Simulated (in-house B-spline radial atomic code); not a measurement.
## Binding energies in Pd2+

NIST's tabulated ground configuration is [Kr] 4d8; each binding energy is the energy of the ion with one electron taken from that subshell, relaxed, less that of the parent. Level of theory: Dirac-Hartree-Fock, average of configuration, Fermi nucleus of rms radius 4.5318 fm; calculated with an all-electron radial atomic-structure program (B-spline basis). Energies include first-order Breit, QED and recoil terms.

```json
{"subshell": "1s", "X-ray name": "K", "binding energy (eV)": "24384.3", "-ε (eV)": "24519.2", "relaxation (eV)": "61.7"}
{"subshell": "2s", "X-ray name": "L1", "binding energy (eV)": "3645.3", "-ε (eV)": "3685.1", "relaxation (eV)": "32.5"}
{"subshell": "2p3/2", "X-ray name": "L3", "binding energy (eV)": "3209.1", "-ε (eV)": "3248.7", "relaxation (eV)": "34.7"}
{"subshell": "3s", "X-ray name": "M1", "binding energy (eV)": "707.5", "-ε (eV)": "721.6", "relaxation (eV)": "13.0"}
{"subshell": "3p1/2", "X-ray name": "M2", "binding energy (eV)": "597", "-ε (eV)": "611.3", "relaxation (eV)": "13.3"}
{"subshell": "3p3/2", "X-ray name": "M3", "binding energy (eV)": "568.9", "-ε (eV)": "582.5", "relaxation (eV)": "12.9"}
{"subshell": "4s", "X-ray name": "N1", "binding energy (eV)": "127", "-ε (eV)": "130.6", "relaxation (eV)": "3.4"}
{"subshell": "4p1/2", "X-ray name": "N2", "binding energy (eV)": "90.95", "-ε (eV)": "94.03", "relaxation (eV)": "2.94"}
{"subshell": "4p3/2", "X-ray name": "N3", "binding energy (eV)": "86.47", "-ε (eV)": "89.29", "relaxation (eV)": "2.76"}
{"subshell": "4d", "X-ray name": "N4,5", "binding energy (eV)": "32.5", "-ε (eV)": "34.15", "relaxation (eV)": "1.66"}
```

Relaxation = -ε minus the binding energy without Breit, QED and recoil terms.

Emission lines follow as differences of binding energies, with λ = 12398.42 eV·Å / E:

```
 line       holes  energy (eV)  wavelength (Å)
 K-L3  1s → 2p3/2      21175.2         0.58552
 K-M3  1s → 3p3/2      23815.4         0.52061
L1-M3  2s → 3p3/2       3076.4          4.0302
L3-M1  2p3/2 → 3s       2501.6          4.9562
```

(1) What screening constant σ does Moseley's law, E = (3/4)·13.6057 eV·(Z - σ)², need for K-L3?

Moseley's non-relativistic formula needs a falling, then negative, screening constant for heavy elements, because relativity binds the 1s electron more strongly than the formula allows.

(2) What does it cost to remove both a 3p1/2 and a 4d electron?

(3) What does it cost to remove both a 1s and a 4p1/2 electron?

(4) What does it cost to remove both a 2p3/2 and a 4p1/2 electron?

Answers

(1) σ = 0.45.

(2) 647.13 eV, which is 17.61 eV more than the two single binding energies together.

(3) 24498 eV, which is 22.51 eV more than the two single binding energies together.

(4) 3321.5 eV, which is 21.47 eV more than the two single binding energies together.
